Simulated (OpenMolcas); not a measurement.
# Re5+: moving or changing the point charges

Re5+ among 6 point charges of -1.7 e arranged as an octahedron (Oh), 2.14 Å from the ion.
```
   2.1400    0.0000    0.0000  -1.70
   0.0000    2.1400    0.0000  -1.70
  -2.1400    0.0000    0.0000  -1.70
   0.0000   -2.1400    0.0000  -1.70
   0.0000    0.0000    2.1400  -1.70
   0.0000    0.0000   -2.1400  -1.70
```

```
Program             : OpenMolcas
Method              : CASSCF
Basis               : ANO-RCC-VDZP [7s6p4d2f1g]
Scalar Hamiltonian  : DKH2, point nucleus
Active space        : 2 electrons in 5 orbitals (5d)
State averaging     : 2S+1 = 3 even, 10 roots; 2S+1 = 1 even, 15 roots
Spin-orbit coupling : state interaction with AMFI integrals over the reference wave functions
```

Runs around this geometry, states (labels of O, the rotations of Oh). Energies in cm-1 above the lowest state or level, χT in cm3 K/mol; under a threefold ground state the first gap can be a small split of the lowest multiplet, not the spin-orbit step; 10Dq and B are least-squares fits to the states below 45000 cm-1, weighted by degeneracy, with a free offset, and given where the rms deviation is under 5 % of |10Dq| (or 100 cm-1) and under 700 cm-1.

```tsv
R (Å)	q (e)	Ground state	First state of that spin	10Dq	B (rms of fit)	First gap with spin-orbit (degeneracies)	χT at 300 K	First state of another spin
2.14	-1.36	3T1	3T2 4736	5655	865 (50)	1078 (2, 3)	0.100	1T2 12519
2.14	-1.7	3T1	3T2 5982	7077	863 (67)	1161 (2, 3)	0.082	1T2 12564
2.24	-1.7	3T1	3T2 4742	5667	865 (52)	1078 (2, 3)	0.100	1T2 12520
```

Taking |10Dq| as R^-n, n = -ln(5667 / 7077) / ln(2.24 / 2.14) = 4.9 between the shortest and longest distance. The point-charge formula for a cubic d site gives n = 5.

Scaling the charges by -1.36 / -1.7 = 0.80 scales |10Dq| by 5655 / 7077 = 0.80; with fixed orbitals a first-order splitting would follow the charge.

Without dynamic correlation the repulsion within the d shell is too large (B by tens of per cent), so at a given field states of lower spin stand too high. This field is weak: 10Dq is about 5655 cm-1, while octahedral complexes of 5d ions of charge 3 and more, computed by the same method with explicit ligands, had a median near 35000 cm-1. Ground spin and moment need not be those of a real site (figures for R = 2.14, q = -1.36; the like holds for R = 2.14, q = -1.7, R = 2.24, q = -1.7). Spin-orbit coupling mixes the spin-free states strongly: the lowest level takes only 69 % from its leading state, 3T1 (holds for R = 2.14, q = -1.36; R = 2.24, q = -1.7). An orbital triplet at a regular site is open to Jahn-Teller coupling, which can distort the site and quench the lowest spin-orbit gaps and is left out (holds for R = 2.14, q = -1.7). Point charges carry no covalency, so the field is a model and not that of real ligands. No measured value stands beside these numbers.
